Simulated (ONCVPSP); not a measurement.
**tungsten: ONCV pseudisation with LDA (Perdew-Wang 92), non-relativistic reference atom.**

- Element: tungsten
- Generator: ONCVPSP 4.0.1
- Type: optimised norm-conserving Vanderbilt (ONCV)
- Functional: LDA (Perdew-Wang 92)
- Relativity: non-relativistic
- Frozen core: [Kr] 4d10
- Valence charge: 28
- Reference configuration: 4f14 5s2 5p6 5d4.5 6s1.5
- Partial waves: 5s+6s: rc 1.94 bohr, ncon 4, nbas 7, qcut 6.9 1/bohr, 2 projectors; 5p: rc 2.30 bohr, ncon 4, nbas 8, qcut 6.5 1/bohr, 1 projector; 5d: rc 2.76 bohr, ncon 5, nbas 9, qcut 7.6 1/bohr, 2 projectors, debl 3.2 Ha; 4f: rc 1.04 bohr, ncon 4, nbas 9, qcut 17.2 1/bohr, 2 projectors, debl 0.8 Ha
- Local potential: polynomial inside 0.80 bohr (lpopt 5, dvloc0 3 Ha)
- Core correction: polynomial model core, fcfact 0.55

In the f channel the program set the typed energies aside and used -1.498, 0.250 Ha.

All-electron outer shells of the reference configuration (LDA (PZ), non-relativistic, ld1.x):

```
shell  level (eV)  outermost node (bohr)  outermost maximum (bohr)
   4d     -240.19                   0.22                      0.45
   5s      -63.83                   0.58                      1.05
   4f      -40.77                      –                      0.42
   5p      -39.63                   0.59                      1.13
   5d       -5.06                   0.63                      1.49
   6s       -4.56                   1.41                      2.99
```

**Question.** Estimate the cutoffs (Ha) at which the residual kinetic energy of the hardest occupied pseudo-wave falls to 1 and 0.1 mHa per electron.

**Answer.** 127 Ha and 138 Ha.

**Question.** Does the potential have ghost states?

**Answer.** Ghosts flagged at negative energy: s at -294.0 eV, p at -53.9 eV; GHOST(+) flags only above 600 eV. A true bound ghost makes a file unfit for plane-wave use.

**Question.** Which valence shell sets the plane-wave cutoff?

**Answer.** 4f: 127 Ha for 1 mHa per electron, against 16 Ha for 5s.

**Question.** Tests: 4f14 5s2 5p6 5d4 6s2; 4f14 5s2 5p6 5d4 6s1; 4f14 5s2 5p6 5d4 6s0; 4f14 5s2 5p5 5d4 6s2. Which has the largest error in its energy relative to the reference configuration, and how large is it?

**Answer.** 4f14 5s2 5p5 5d4 6s2, with -156 meV (all-electron minus pseudo) on +47.13 eV.
